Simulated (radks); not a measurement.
Question: The mean radii <r> (bohr) of the occupied orbitals of an atom or ion are listed with their occupations. Method: Dirac Kohn-Sham, revPBE, spin-unpolarised, spherical densities, finite nucleus; Fermi nuclear charge, rms radius of each element as measured or else 0.836 A^(1/3) + 0.57 fm; computed with a radial shooting solver on a logarithmic mesh with Libxc functionals.

orbital  occ.      <r>
1s1/2       2  0.01804
2s1/2       2  0.07559
2p1/2       2  0.06246
2p3/2       4  0.07054
3s1/2       2   0.1969
3p1/2       2   0.1870
3p3/2       4   0.2019
3d3/2       4   0.1765
3d5/2       6   0.1811
4s1/2       2   0.4405
4p1/2       2   0.4450
4p3/2       4   0.4784
4d3/2       4   0.4932
4d5/2       6   0.5045
5s1/2       2    1.020
5p1/2       2    1.106
4f5/2       6   0.5706
4f7/2       8   0.5787
5p3/2       2    1.194
5d3/2       4    1.530
6p1/2       2    2.714

Name the element and its charge. Open shells, if any, fill j = l - 1/2 first.

Answer: Z = 75, rhenium, charge +3: Re3+ in [Kr] 4d10 4f14 5s2 5p4 5d4 6p2. The 1s radius gives Z: for a bare nucleus <r> = (2 gamma + 1)/(2Z) with gamma = sqrt(1 - (Z/c)^2), 0.01783 bohr for Z = 75, and screening makes it slightly larger (0.01804 here). The occupations add up to 72, and the charge is Z minus that.
